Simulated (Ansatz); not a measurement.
Ansatz (an electronic-structure program) input (B3LYP-D3(BJ)/def2-TZVP):

Ansatz 0.2 input:
```yaml
crystal:
  periodic: [false, false, false]
  atoms:
    - {symbol: Sr, position_ang: [-0.00000000, -0.00000000, -0.33687817]}
    - {symbol: O, position_ang: [0.00000000, 0.00000000, 1.60017132]}
basis:
  gaussian:
    orbitals: def2-TZVP
hamiltonian:
  xc: b3lyp
  dispersion: d3bj
phonons: {temperatures: {t_min: 298.15, t_max: 298.15, t_step: 100}}
```

Output:

```
Functional definition: B3LYP
integrals: 0.01 GiB planned
464 factors; their error is unknown
mean field: 0.13 GiB planned
mean field evaluation 1: about -2866.0202 eV, gradient 9.2e1 eV
mean field evaluation 2: about -2626.4386 eV, gradient 2.0e2 eV
mean field evaluation 4: about -2882.5056 eV, gradient 1.6e1 eV
mean field evaluation 8: about -2883.0016 eV, gradient 2.4e-1 eV
mean field evaluation 16: about -2883.0078 eV, gradient 7.3e-6 eV
mean field -2883.00784337 eV, -105.9485840708 hartree, gradient 7.2e-6 eV, S^2 0.000000; 0 other end points of the search recorded, 0 dependent functions left out
the calculation of the forces begins
reference -2883.00803084 eV, -105.9485909602 hartree; 9, 9 occupied and 55, 55 virtual orbitals, 464 factors
these checks for a lower state are left out or cut short: stability, starts, cluster_reference, orbital_swaps, neighbouring_geometries, increment
integrals: 0.01 GiB planned
464 factors; their error is unknown
mean field: 0.13 GiB planned
mean field -2883.00784337 eV, -105.9485840710 hartree, gradient 6.2e-7 eV, S^2 0.000000; 0 other end points of the search recorded, 0 dependent functions left out
the calculation of the forces begins
reference -2883.00803084 eV, -105.9485909603 hartree; 9, 9 occupied and 55, 55 virtual orbitals, 464 factors
these checks for a lower state are left out or cut short: stability, starts, cluster_reference, orbital_swaps, neighbouring_geometries, increment
integrals: 0.01 GiB planned
464 factors; their error is unknown
mean field: 0.13 GiB planned
mean field evaluation 32: about -2883.0078 eV, gradient 6.2e-7 eV
mean field -2883.00784337 eV, -105.9485840710 hartree, gradient 6.2e-7 eV, S^2 0.000000; 0 other end points of the search recorded, 0 dependent functions left out
the calculation of the forces begins
reference -2883.00803084 eV, -105.9485909603 hartree; 9, 9 occupied and 55, 55 virtual orbitals, 464 factors
these checks for a lower state are left out or cut short: stability, starts, cluster_reference, orbital_swaps, neighbouring_geometries, increment
integrals: 0.01 GiB planned
464 factors; their error is unknown
mean field: 0.13 GiB planned
mean field -2883.00784337 eV, -105.9485840710 hartree, gradient 6.2e-7 eV, S^2 0.000000; 0 other end points of the search recorded, 0 dependent functions left out
the calculation of the forces begins
reference -2883.00803084 eV, -105.9485909603 hartree; 9, 9 occupied and 55, 55 virtual orbitals, 464 factors
these checks for a lower state are left out or cut short: stability, starts, cluster_reference, orbital_swaps, neighbouring_geometries, increment
integrals: 0.01 GiB planned
464 factors; their error is unknown
mean field: 0.13 GiB planned
mean field -2883.00784337 eV, -105.9485840710 hartree, gradient 6.2e-7 eV, S^2 0.000000; 0 other end points of the search recorded, 0 dependent functions left out
the calculation of the forces begins
reference -2883.00803084 eV, -105.9485909603 hartree; 9, 9 occupied and 55, 55 virtual orbitals, 464 factors
these checks for a lower state are left out or cut short: stability, starts, cluster_reference, orbital_swaps, neighbouring_geometries, increment
integrals: 0.01 GiB planned
464 factors; their error is unknown
mean field: 0.13 GiB planned
mean field -2883.00776755 eV, -105.9485812845 hartree, gradient 1.6e-6 eV, S^2 0.000000; 0 other end points of the search recorded, 0 dependent functions left out
the calculation of the forces begins
reference -2883.00795508 eV, -105.9485881761 hartree; 9, 9 occupied and 55, 55 virtual orbitals, 464 factors
these checks for a lower state are left out or cut short: stability, starts, cluster_reference, orbital_swaps, neighbouring_geometries, increment
integrals: 0.01 GiB planned
464 factors; their error is unknown
mean field: 0.13 GiB planned
mean field -2883.00778024 eV, -105.9485817509 hartree, gradient 1.8e-6 eV, S^2 0.000000; 0 other end points of the search recorded, 0 dependent functions left out
the calculation of the forces begins
reference -2883.00796765 eV, -105.9485886381 hartree; 9, 9 occupied and 55, 55 virtual orbitals, 464 factors
these checks for a lower state are left out or cut short: stability, starts, cluster_reference, orbital_swaps, neighbouring_geometries, increment
integrals: 0.01 GiB planned
464 factors; their error is unknown
mean field: 0.13 GiB planned
mean field evaluation 64: about -2883.0078 eV, gradient 9.2e-2 eV
mean field -2883.00784337 eV, -105.9485840710 hartree, gradient 6.2e-7 eV, S^2 0.000000; 0 other end points of the search recorded, 0 dependent functions left out
the calculation of the forces begins
reference -2883.00803084 eV, -105.9485909603 hartree; 9, 9 occupied and 55, 55 virtual orbitals, 464 factors
these checks for a lower state are left out or cut short: stability, starts, cluster_reference, orbital_swaps, neighbouring_geometries, increment
integrals: 0.01 GiB planned
464 factors; their error is unknown
mean field: 0.13 GiB planned
mean field -2883.00784337 eV, -105.9485840710 hartree, gradient 6.2e-7 eV, S^2 0.000000; 0 other end points of the search recorded, 0 dependent functions left out
the calculation of the forces begins
reference -2883.00803084 eV, -105.9485909603 hartree; 9, 9 occupied and 55, 55 virtual orbitals, 464 factors
these checks for a lower state are left out or cut short: stability, starts, cluster_reference, orbital_swaps, neighbouring_geometries, increment
integrals: 0.01 GiB planned
464 factors; their error is unknown
mean field: 0.13 GiB planned
mean field -2883.00784337 eV, -105.9485840710 hartree, gradient 6.2e-7 eV, S^2 0.000000; 0 other end points of the search recorded, 0 dependent functions left out
the calculation of the forces begins
reference -2883.00803084 eV, -105.9485909603 hartree; 9, 9 occupied and 55, 55 virtual orbitals, 464 factors
these checks for a lower state are left out or cut short: stability, starts, cluster_reference, orbital_swaps, neighbouring_geometries, increment
integrals: 0.01 GiB planned
464 factors; their error is unknown
mean field: 0.13 GiB planned
mean field -2883.00784337 eV, -105.9485840710 hartree, gradient 6.2e-7 eV, S^2 0.000000; 0 other end points of the search recorded, 0 dependent functions left out
the calculation of the forces begins
reference -2883.00803084 eV, -105.9485909603 hartree; 9, 9 occupied and 55, 55 virtual orbitals, 464 factors
these checks for a lower state are left out or cut short: stability, starts, cluster_reference, orbital_swaps, neighbouring_geometries, increment
integrals: 0.01 GiB planned
464 factors; their error is unknown
mean field: 0.13 GiB planned
mean field evaluation 96: about -2883.0078 eV, gradient 1.8e-6 eV
mean field -2883.00778024 eV, -105.9485817509 hartree, gradient 1.8e-6 eV, S^2 0.000000; 0 other end points of the search recorded, 0 dependent functions left out
the calculation of the forces begins
reference -2883.00796765 eV, -105.9485886381 hartree; 9, 9 occupied and 55, 55 virtual orbitals, 464 factors
these checks for a lower state are left out or cut short: stability, starts, cluster_reference, orbital_swaps, neighbouring_geometries, increment
integrals: 0.01 GiB planned
464 factors; their error is unknown
mean field: 0.13 GiB planned
mean field -2883.00776755 eV, -105.9485812845 hartree, gradient 1.6e-6 eV, S^2 0.000000; 0 other end points of the search recorded, 0 dependent functions left out
the calculation of the forces begins
reference -2883.00795508 eV, -105.9485881761 hartree; 9, 9 occupied and 55, 55 virtual orbitals, 464 factors
Total energy: -2883.05756541 eV, -105.9504113220 hartree
Atom 0 at    -0.000000    -0.000000    -0.336878 Å, force     0.000000    -0.000000    -0.001539 eV/Å
Atom 1 at     0.000000     0.000000     1.600171 Å, force    -0.000000     0.000000     0.001539 eV/Å
Dipole moment:    -0.000000    -0.000000    -1.803277 e Å
Vibrations: 668.52 cm⁻¹, zero-point energy 0.041443 eV
```
